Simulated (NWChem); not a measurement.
System: CH$_{5}$FOSi; SMILES O[SiH2]CF

Input file for NWChem:

```
start job
memory heap 200 mb stack 900 mb global 1100 mb
geometry units angstroms noautosym nocenter noautoz
  O     -0.964108     1.443803    -0.278191
  Si     0.477311     0.719598     0.135614
  C      0.508164    -1.102930    -0.404839
  F     -0.529866    -1.763524     0.283660
  H     -1.758491     1.045318     0.104994
  H      1.535892     1.479354    -0.575659
  H      0.716836     0.743421     1.605665
  H      1.456964    -1.600198    -0.158729
  H      0.335115    -1.228478    -1.481862
end
basis spherical
  * library 6-31+g*
end
dft
  xc b3lyp
  iterations 150
end
property
  response 1 0.0
end
task dft property
```

NWChem printed, in part:

```
             Northwest Computational Chemistry Package (NWChem) 7.3.0
             --------------------------------------------------------

                             Geometry "geometry" -> ""
                             -------------------------

 Output coordinates in angstroms (scale by  1.889725989 to convert to a.u.)

  No.       Tag          Charge          X              Y              Z
 ---- ---------------- ---------- -------------- -------------- --------------
    1 O                    8.0000    -0.96410800     1.44380300    -0.27819100
    2 Si                  14.0000     0.47731100     0.71959800     0.13561400
    3 C                    6.0000     0.50816400    -1.10293000    -0.40483900
    4 F                    9.0000    -0.52986600    -1.76352400     0.28366000
    5 H                    1.0000    -1.75849100     1.04531800     0.10499400
    6 H                    1.0000     1.53589200     1.47935400    -0.57565900
    7 H                    1.0000     0.71683600     0.74342100     1.60566500
    8 H                    1.0000     1.45696400    -1.60019800    -0.15872900
    9 H                    1.0000     0.33511500    -1.22847800    -1.48186200

 Effective nuclear repulsion energy (a.u.)     173.3148500867

                              NWChem Property Module
                              ----------------------

                                 NWChem DFT Module
                                 -----------------

 Summary of "ao basis" -> "ao basis" (spherical)
 ------------------------------------------------------------------------------
       Tag                 Description            Shells   Functions and Types
 ---------------- ------------------------------  ------  ---------------------
 O                          6-31+g*                  8       18   4s3p1d
 Si                         6-31+g*                 10       22   5s4p1d
 C                          6-31+g*                  8       18   4s3p1d
 F                          6-31+g*                  8       18   4s3p1d
 H                          6-31+g*                  2        2   2s

            General Information
            -------------------
          SCF calculation type: DFT
          Wavefunction type:  closed shell.
          No. of atoms     :     9
          No. of electrons :    42
           Alpha electrons :    21
            Beta electrons :    21
          Charge           :     0
          Spin multiplicity:     1
          Use of symmetry is: off; symmetry adaption is: off
          Maximum number of iterations: 150
          AO basis - number of functions:    86
                     number of shells:    44
          Convergence on energy requested:  1.00D-06
          Convergence on density requested:  1.00D-05
          Convergence on gradient requested:  5.00D-04

              XC Information
              --------------
                         B3LYP Method XC Potential
                     Hartree-Fock (Exact) Exchange  0.200
                        Slater Exchange Functional  0.800 local
                    Becke 1988 Exchange Functional  0.720 non-local
              Lee-Yang-Parr Correlation Functional  0.810
                  VWN I RPA Correlation Functional  0.190 local

             Grid Information
             ----------------
          Grid used for XC integration:  medium
          Radial quadrature: Mura-Knowles
          Angular quadrature: Lebedev.
          Tag              B.-S. Rad. Rad. Pts. Rad. Cut. Ang. Pts.
          ---              ---------- --------- --------- ---------
          O                   0.60       49          12.0       434
          Si                  1.10       88          11.0       590
          C                   0.70       49          12.0       434
          F                   0.50       49          11.0       434
          H                   0.35       45          11.0       434
          Grid pruning is: on
          Number of quadrature shells:   460
          Spatial weights used:  Erf1

      Superposition of Atomic Density Guess
      -------------------------------------

 Sum of atomic energies:        -503.10742998

      Non-variational initial energy
      ------------------------------

 Total energy =    -504.407224
 1-e energy   =   -1040.032243
 2-e energy   =     362.310169
 HOMO         =      -0.338209
 LUMO         =       0.009176

   convergence    iter        energy       DeltaE   RMS-Dens  Diis-err
 ---------------- ----- ----------------- --------- --------- ---------
 d= 0,ls=0.0,diis     1   -505.6150822909 -6.79D+02  1.54D-02  7.92D-01
 d= 0,ls=0.0,diis     2   -505.5301792283  8.49D-02  8.66D-03  1.86D+00
 d= 0,ls=0.0,diis     3   -505.7038655504 -1.74D-01  1.07D-03  2.35D-02
 d= 0,ls=0.0,diis     4   -505.7057562447 -1.89D-03  4.25D-04  2.23D-03
 d= 0,ls=0.0,diis     5   -505.7059741706 -2.18D-04  1.27D-04  3.93D-04
  Resetting Diis
 d= 0,ls=0.0,diis     6   -505.7060115111 -3.73D-05  3.81D-05  2.00D-05
 d= 0,ls=0.0,diis     7   -505.7060133899 -1.88D-06  1.79D-05  1.05D-06
 d= 0,ls=0.0,diis     8   -505.7060133151  7.48D-08  9.22D-06  1.92D-06

         Total DFT energy =     -505.706013315070
      One electron energy =    -1043.190793944028
           Coulomb energy =      411.483725812093
    Exchange-Corr. energy =      -47.313795269823
 Nuclear repulsion energy =      173.314850086688

 Numeric. integr. density =       41.999994760662

                       DFT Final Molecular Orbital Analysis
                       ------------------------------------

 Vector   19  Occ=2.000000D+00  E=-3.588524D-01
              MO Center= -1.1D-01, -8.1D-01, -1.6D-01, r^2= 3.2D+00
   Bfn.  Coefficient  Atom+Function         Bfn.  Coefficient  Atom+Function
  ----- ------------  ---------------      ----- ------------  ---------------
    63      0.369875  4 F  pz                67      0.243484  4 F  pz
    61      0.234081  4 F  px                 4      0.231759  1 O  py
    45     -0.227421  3 C  pz                85      0.192107  9 H  s
    86      0.185326  9 H  s                  8      0.158384  1 O  py
    65      0.152884  4 F  px                43     -0.150018  3 C  px

 Vector   20  Occ=2.000000D+00  E=-3.341574D-01
              MO Center=  1.7D-01,  8.8D-01,  1.2D-01, r^2= 3.2D+00
   Bfn.  Coefficient  Atom+Function         Bfn.  Coefficient  Atom+Function
  ----- ------------  ---------------      ----- ------------  ---------------
     5      0.377697  1 O  pz                 9      0.257094  1 O  pz
    80      0.246459  6 H  s                 82     -0.243829  7 H  s
    26      0.207383  2 Si py                27     -0.206619  2 Si pz
    81     -0.190145  7 H  s                 79      0.186751  6 H  s
    62      0.174832  4 F  py                66      0.118967  4 F  py

 Vector   21  Occ=2.000000D+00  E=-3.028683D-01
              MO Center=  4.1D-02, -1.1D-01, -3.9D-02, r^2= 3.3D+00
   Bfn.  Coefficient  Atom+Function         Bfn.  Coefficient  Atom+Function
  ----- ------------  ---------------      ----- ------------  ---------------
    44      0.326884  3 C  py                62     -0.272733  4 F  py
     4      0.252939  1 O  py                26     -0.238651  2 Si py
     5      0.225632  1 O  pz                 8      0.180292  1 O  py
    66     -0.180163  4 F  py                48      0.176258  3 C  py
     9      0.164952  1 O  pz                82     -0.160418  7 H  s

 Vector   22  Occ=0.000000D+00  E=-2.072082D-02
              MO Center= -5.3D-01,  5.0D-01,  1.9D-01, r^2= 7.6D+00
   Bfn.  Coefficient  Atom+Function         Bfn.  Coefficient  Atom+Function
  ----- ------------  ---------------      ----- ------------  ---------------
    32      1.393531  2 Si s                 10     -1.140070  1 O  s
    50     -0.735361  3 C  s                 28      0.658949  2 Si s
    33     -0.627907  2 Si px                29     -0.594139  2 Si px
    52     -0.428874  3 C  py                 6     -0.369676  1 O  s
    78      0.366217  5 H  s                 25     -0.231235  2 Si px

 Vector   23  Occ=0.000000D+00  E= 1.155424D-04
              MO Center=  1.6D+00, -7.1D-01, -5.9D-01, r^2= 9.6D+00
   Bfn.  Coefficient  Atom+Function         Bfn.  Coefficient  Atom+Function
  ----- ------------  ---------------      ----- ------------  ---------------
    32      3.270327  2 Si s                 50     -2.739466  3 C  s
    34     -1.265093  2 Si py                52     -1.019828  3 C  py
    30     -0.596448  2 Si py                46     -0.538120  3 C  s
    53     -0.439152  3 C  pz                35     -0.382460  2 Si pz
    28     -0.348930  2 Si s                 51      0.257315  3 C  px

 Vector   24  Occ=0.000000D+00  E= 1.969761D-02
              MO Center=  6.8D-01,  8.7D-01,  8.4D-01, r^2= 1.1D+01
   Bfn.  Coefficient  Atom+Function         Bfn.  Coefficient  Atom+Function
  ----- ------------  ---------------      ----- ------------  ---------------
    32     -1.033830  2 Si s                 28      0.974443  2 Si s
    35     -0.590521  2 Si pz                34     -0.517176  2 Si py
    52     -0.500160  3 C  py                31      0.388136  2 Si pz
    68     -0.382729  4 F  s                 51     -0.306837  3 C  px
    10      0.293192  1 O  s                 82     -0.261631  7 H  s

[...]

 DFT Linear Response polarizability / au
 Frequency  =       0.0000000 / au
              X              Y              Z
 -----------------------------------------------
 X      40.0341945      0.3104145     -0.4459077
 Y       0.3104472     42.7892409      0.6589172
 Z      -0.4458451      0.6589133     39.2392262
 -----------------------------------------------
 Eigenvalues =      40.2339975     42.9257713     38.9028928
 Isotropic   =      40.6875539
 Anisotropic =       3.5497209
 -----------------------------------------------

 Magnetic Dipole Response Matrix (nonzero elements):

 Exiting AOResponse driver routine
```

Level: B3LYP/6-31+G* (spherical d). Coordinates come from a B3LYP/6-31G* (spherical d) optimisation. B3LYP is NWChem's, with the RPA form of VWN correlation.
